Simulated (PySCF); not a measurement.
Correlation energy of Cd (cadmium, neutral)

[Kr] 4d9 5s2 5p1, one real determinant (an excited configuration). All numbers are calculated (PySCF 2.14, scalar relativity by spin-free X2C-1e, in x2c-TZVPPall with one added diffuse shell each of s, p, d, f type (9s7p7d3f1g, 95 functions)). Frozen: [Ar] 3d10; 20 electrons correlated.

MP2 pair energies summed by pair of shells (mhartree):

```tsv
pair	energy	share (%)
4d-4d	-279.16	41.5
4p-4d	-166.93	24.8
4d-5s	-67.16	10.0
4p-4p	-45.84	6.8
4s-4d	-30.67	4.6
4s-4p	-22.04	3.3
5s-5s	-16.79	2.5
4d-5p	-13.65	2.0
5s-5p	-12.60	1.9
4p-5s	-10.31	1.5
4s-4s	-3.90	0.6
4p-5p	-2.11	0.3
4s-5s	-0.94	0.1
4s-5p	-0.22	0.0
```

Total MP2 correlation energy: -672.31 mhartree.

Same-spin part -220.52 and opposite-spin part -451.79 mhartree; SCS-MP2 scales them by 1/3 and 6/5 to -615.66 mhartree.

The reference is one real determinant that mixes LS terms of this configuration.

This basis was not built for core-valence correlation, so the inner-shell part is incomplete.
